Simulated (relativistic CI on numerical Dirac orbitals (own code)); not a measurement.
Rh2+: L-alpha,beta X-ray emission

Computed with this model: Dirac-Coulomb-Breit CI, separate exchange-only KLI orbitals for each configuration, QED by a radiative potential, multiplet model of X-ray emission after core ionisation, unscaled Slater integrals; configurations [Kr] 4d7 → [He] 2s2 2p5 3s2 3p6 3d10 4s2 4p6 4d7 → [Ar] 3d9 4s2 4p6 4d7; 300 K; Lorentzian 2 eV and Gaussian 0.6 eV FWHM. Energies are those of the free ion, without screening or charge transfer. S is read from ⟨S²⟩ = S(S + 1).

Field parameters in Wybourne normalisation: D4h B²₀ = −7Ds, B⁴₀ = 21(Dq − Dt), B⁴₄ = 21√(5/14) Dq. The field is a parameter set, without covalency.

free ion: ground-state S = 1.49, centroid 2744.54 eV. Peaks (eV, height): 2698.2 (100), 2835.2 (28), 2837.2 (27).

D4h, 10Dq = 31750, Ds = 2270, Dt = -300 cm⁻¹: ground-state S = 0.52, centroid 2744.54 eV. Peaks (eV, height): 2698.0 (100), 2836.2 (39).

Strongest unbroadened transitions for D4h, 10Dq = 31750, Ds = 2270, Dt = -300 cm⁻¹:

| Energy (eV) | Relative strength |
| --- | --- |
| 2697.62 | 17.0 |
| 2697.79 | 43.7 |
| 2697.81 | 20.7 |
| 2697.82 | 27.0 |
| 2697.88 | 100.0 |
| 2697.91 | 65.6 |
| 2697.93 | 50.9 |
| 2697.94 | 66.8 |
| 2698.00 | 34.9 |
| 2698.08 | 60.2 |
| 2698.14 | 33.3 |
| 2698.28 | 31.2 |
| 2698.40 | 38.3 |
| 2698.42 | 47.0 |
| 2698.45 | 86.3 |
| 2698.46 | 61.4 |
| 2698.66 | 22.9 |
| 2836.19 | 20.6 |
